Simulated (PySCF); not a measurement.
C2H6N, SMILES C[N]C, multiplicity 2. Atoms are numbered in the order given.

```xyz
9

C      1.1815     0.0001    -0.1686
N      0.0000     0.0000     0.6323
C     -1.1815    -0.0001    -0.1686
H      2.0739     0.0052     0.4585
H      1.2122     0.8772    -0.8344
H      1.2168    -0.8835    -0.8256
H     -1.2168     0.8835    -0.8256
H     -2.0739    -0.0052     0.4585
H     -1.2122    -0.8772    -0.8344
```
Charge 0, spin multiplicity 2.

Geometry optimised at PBE0-D3(BJ)/def2-TZVP. The isomer is the one that the SMILES or the coordinates give; other isomers of the formula were not compared.

Method: CAM-B3LYP/def2-TZVPD (PySCF).

Mulliken values depend strongly on the basis, most of all with diffuse functions as here. ESP charges are fitted to the potential on shells at 1.4 to 2.0 van der Waals radii. Atomic charges (e):

| atom | ESP fit | meta-Löwdin | Mulliken spin |
|---|---|---|---|
| C1 | ___ | -0.24 | -0.04 |
| N2 | ___ | -0.20 | 0.90 |
| C3 | ___ | -0.24 | -0.04 |
| H4 | ___ | 0.12 | 0.00 |
| H5 | ___ | 0.11 | 0.05 |
| H6 | ___ | 0.11 | 0.05 |
| H7 | ___ | 0.11 | 0.05 |
| H8 | ___ | 0.12 | 0.00 |
| H9 | ___ | 0.11 | 0.05 |

Question: Fill in the missing entries. (The exact figures need the calculation; the answer reports its results.)

Answer: 
- C1, ESP fit: 0.05
- N2, ESP fit: -0.36
- C3, ESP fit: 0.05
- H4, ESP fit: 0.03
- H5, ESP fit: 0.05
- H6, ESP fit: 0.05
- H7, ESP fit: 0.05
- H8, ESP fit: 0.03
- H9, ESP fit: 0.05
